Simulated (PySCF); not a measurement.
PySCF 2.14 output of a UHF calculation on a single atom or ion in aug-cc-pVDZ, with no relativity, point nucleus:

```
SCF conv_tol = 1e-09
number electrons alpha = 4  beta = 1
cycle= 1 E= -24.0817140456122  delta_E= -0.00222  |g|= 0.0139  |ddm|= 0.0643
cycle= 2 E= -24.0818892825129  delta_E= -0.000175  |g|= 0.00391  |ddm|= 0.0174
cycle= 3 E= -24.0819051845547  delta_E= -1.59e-05  |g|= 9.94e-05  |ddm|= 0.00689
cycle= 4 E= -24.0819051982561  delta_E= -1.37e-08  |g|= 7.06e-06  |ddm|= 0.000272
cycle= 5 E= -24.081905198327  delta_E= -7.09e-11  |g|= 1.16e-06  |ddm|= 2.89e-05
converged SCF energy = -24.081905198327  <S^2> = 3.7500036  2S+1 = 4.0000018
```

The run itself started from symmetry-adapted Hartree-Fock orbitals and held the occupation by maximum overlap, so the iterations belong to that start.

Which element, charge and spin multiplicity is this?

B (boron, neutral), multiplicity 4; the state was [He] 2s1 2p1 3d1, one real determinant (an excited configuration).

⟨L²⟩ = 8.01 against 12 for a pure F term, so this real determinant mixes terms. The outer electron is Rydberg-like, and this basis confines it to a smaller radius and binds it less than a complete one would. At UHF the highest occupied level has a positive energy, so only the finite basis holds that electron; for this excited configuration the basis is too tight for the outer shell.
